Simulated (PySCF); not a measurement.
Species: C6H6FP.
SMILES with atom numbers: `[CH3:1][c:2]1[cH:3][p:4][cH:5][cH:6][c:7]1[F:8]` (hydrogens: H9, H10, H11 on C1; H12 on C3; H13 on C5; H14 on C6)

The same species was optimised twice, with GFN2-xTB and with PBE0-D3(BJ)/def2-SVP (PySCF), and the same property calculations (PySCF, gas phase) were run on both structures.

```json
{"coordinate": "C7–F8 (Å)", "GFN2-xTB": "1.356", "PBE0-D3(BJ)/def2-SVP": "1.336", "change": "-0.020"}
{"coordinate": "C2–C3 (Å)", "GFN2-xTB": "1.382", "PBE0-D3(BJ)/def2-SVP": "1.394", "change": "+0.012"}
{"coordinate": "C5–C6 (Å)", "GFN2-xTB": "1.378", "PBE0-D3(BJ)/def2-SVP": "1.389", "change": "+0.011"}
{"coordinate": "C2–C7 (Å)", "GFN2-xTB": "1.393", "PBE0-D3(BJ)/def2-SVP": "1.400", "change": "+0.007"}
{"coordinate": "C6–C7 (Å)", "GFN2-xTB": "1.382", "PBE0-D3(BJ)/def2-SVP": "1.389", "change": "+0.007"}
{"coordinate": "C3–P4 (Å)", "GFN2-xTB": "1.735", "PBE0-D3(BJ)/def2-SVP": "1.739", "change": "+0.004"}
{"coordinate": "P4–C5 (Å)", "GFN2-xTB": "1.733", "PBE0-D3(BJ)/def2-SVP": "1.737", "change": "+0.004"}
{"coordinate": "C1–C2 (Å)", "GFN2-xTB": "1.499", "PBE0-D3(BJ)/def2-SVP": "1.501", "change": "+0.002"}
{"coordinate": "C2–C3–P4 (°)", "GFN2-xTB": "126.8", "PBE0-D3(BJ)/def2-SVP": "127.6", "change": "+0.8"}
{"coordinate": "C1–C2–C3 (°)", "GFN2-xTB": "121.3", "PBE0-D3(BJ)/def2-SVP": "122.0", "change": "+0.7"}
{"coordinate": "C3–C2–C7 (°)", "GFN2-xTB": "120.0", "PBE0-D3(BJ)/def2-SVP": "119.4", "change": "-0.6"}
{"coordinate": "C6–C7–F8 (°)", "GFN2-xTB": "117.0", "PBE0-D3(BJ)/def2-SVP": "117.4", "change": "+0.4"}
{"coordinate": "C3–P4–C5 (°)", "GFN2-xTB": "100.2", "PBE0-D3(BJ)/def2-SVP": "99.8", "change": "-0.4"}
{"coordinate": "C2–C7–F8 (°)", "GFN2-xTB": "117.4", "PBE0-D3(BJ)/def2-SVP": "117.1", "change": "-0.3"}
{"coordinate": "P4–C5–C6 (°)", "GFN2-xTB": "125.0", "PBE0-D3(BJ)/def2-SVP": "125.2", "change": "+0.2"}
{"coordinate": "C5–C6–C7 (°)", "GFN2-xTB": "122.4", "PBE0-D3(BJ)/def2-SVP": "122.5", "change": "+0.1"}
```

Rotational constants: A = 3008, B = 1522, C = 1017 MHz (GFN2-xTB) against A = 2999, B = 1509, C = 1010 MHz (PBE0-D3(BJ)/def2-SVP). Atoms that the bonding makes alike are paired by their places after alignment.

On the GFN2-xTB structure: lowest singlet, TDDFT (eV) 4.79 [PBE0/def2-SVPD]; lowest triplet, Tamm–Dancoff (eV) 3.18 [PBE0/def2-SVPD]; isotropic polarisability (au) 93.6 [PBE0/def2-SVPD]; HOMO (eV) -7.00 [PBE0/def2-SVPD]; LUMO (eV) -1.44 [PBE0/def2-SVPD]; dipole (D) 0.72 [PBE0/def2-SVPD]; HOMO (eV) -7.02 [PBE0/pcSseg-1]; LUMO (eV) -1.45 [PBE0/pcSseg-1]; dipole (D) 0.77 [PBE0/pcSseg-1]; GIAO shielding of C1 (ppm) 164.5 [PBE0/pcSseg-1]; GIAO shielding of C2 (ppm) 48.7 [PBE0/pcSseg-1]; GIAO shielding of C3 (ppm) 19.6 [PBE0/pcSseg-1]; GIAO shielding of P4 (ppm) 109.4 [PBE0/pcSseg-1]; GIAO shielding of C5 (ppm) 21.5 [PBE0/pcSseg-1]; GIAO shielding of C6 (ppm) 59.3 [PBE0/pcSseg-1]; GIAO shielding of C7 (ppm) 14.3 [PBE0/pcSseg-1]; GIAO shielding of F8 (ppm) 277.6 [PBE0/pcSseg-1].

Question: What do these properties become on the PBE0-D3(BJ)/def2-SVP structure?

Answer: 
```csv
property,level,on GFN2-xTB,on PBE0-D3(BJ)/def2-SVP,change
"lowest singlet, TDDFT (eV)",PBE0/def2-SVPD,4.79,4.73,-0.06
"lowest triplet, Tamm–Dancoff (eV)",PBE0/def2-SVPD,3.18,3.16,-0.02
isotropic polarisability (au),PBE0/def2-SVPD,93.6,94.8,+1.2
HOMO (eV),PBE0/def2-SVPD,-7.00,-6.96,+0.04
LUMO (eV),PBE0/def2-SVPD,-1.44,-1.42,+0.02
dipole (D),PBE0/def2-SVPD,0.72,0.81,+0.09
"energy, GFN2-xTB geometry as zero (kcal/mol)",PBE0/def2-SVPD,0.0,-0.6,-0.6
HOMO (eV),PBE0/pcSseg-1,-7.02,-6.99,+0.03
LUMO (eV),PBE0/pcSseg-1,-1.45,-1.44,+0.01
dipole (D),PBE0/pcSseg-1,0.77,0.87,+0.10
"energy, GFN2-xTB geometry as zero (kcal/mol)",PBE0/pcSseg-1,0.0,-0.2,-0.2
GIAO shielding of C1 (ppm),PBE0/pcSseg-1,164.5,162.9,-1.6
GIAO shielding of C2 (ppm),PBE0/pcSseg-1,48.7,46.6,-2.1
GIAO shielding of C3 (ppm),PBE0/pcSseg-1,19.6,17.3,-2.3
GIAO shielding of P4 (ppm),PBE0/pcSseg-1,109.4,113.9,+4.5
GIAO shielding of C5 (ppm),PBE0/pcSseg-1,21.5,19.4,-2.1
GIAO shielding of C6 (ppm),PBE0/pcSseg-1,59.3,57.5,-1.8
GIAO shielding of C7 (ppm),PBE0/pcSseg-1,14.3,14.1,-0.2
GIAO shielding of F8 (ppm),PBE0/pcSseg-1,277.6,278.6,+1.0
```

The heavy atoms differ by 0.011 Å rms after alignment. Among bonds between heavy atoms C7–F8 changes most (-0.020 Å). Changes are differences of the printed values. Neither structure is proved a minimum here.
